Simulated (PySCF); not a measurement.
SSi, SMILES [Si]=S (connectivity only; charge and spin as stated), neutral, multiplicity 1. Coordinates come from a PBE-D3(BJ)/def2-TZVPD optimisation.

PySCF with TDDFT-ωB97X/def2-TZVPD puts the lowest singlet excitations at 4.04, 4.30, 4.30, 4.39, 4.39, 6.12 eV and the lowest triplet (TDA) at 3.29 eV.

Problem. What are the lowest singlet roots from PySCF with EOM-CCSD/aug-cc-pVDZ? (Estimate from the structure and the level; the computed values follow.)

Solution. 4.33, 4.34, 4.34, 4.61, 4.61, 6.09 eV; triplets 3.39, 3.41, 3.41 eV. S1 differs by 0.28 eV (second minus first; roots are paired by order, and the bases may differ).
